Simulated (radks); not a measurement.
The numbers below are computed, except where a source is named.
Question: The mean radii <r> (bohr) of the occupied orbitals of an atom or ion are listed with their occupations. Code: a radial shooting solver on a logarithmic mesh with Libxc functionals. Model: Dirac Kohn-Sham, BLYP, spin-unpolarised, spherical densities, point nucleus.

| orbital | occ. | <r> |
|---|---|---|
| 1s1/2 | 2 | 0.1036 |
| 2s1/2 | 2 | 0.5200 |
| 2p1/2 | 2 | 0.4836 |
| 2p3/2 | 4 | 0.4859 |
| 3s1/2 | 2 | 1.816 |
| 3p1/2 | 0.666667 | 2.138 |
| 3p3/2 | 1.33333 | 2.146 |

Name the element and its charge. Open shells, if any, are shared by 2j + 1.

Answer: Z = 15, phosphorus, charge +1: P+ in [Ne] 3s2 3p2. The 1s radius gives Z: for a bare nucleus <r> = (2 gamma + 1)/(2Z) with gamma = sqrt(1 - (Z/c)^2), 0.0996 bohr for Z = 15, and screening makes it slightly larger (0.1036 here). The occupations add up to 14, and the charge is Z minus that.
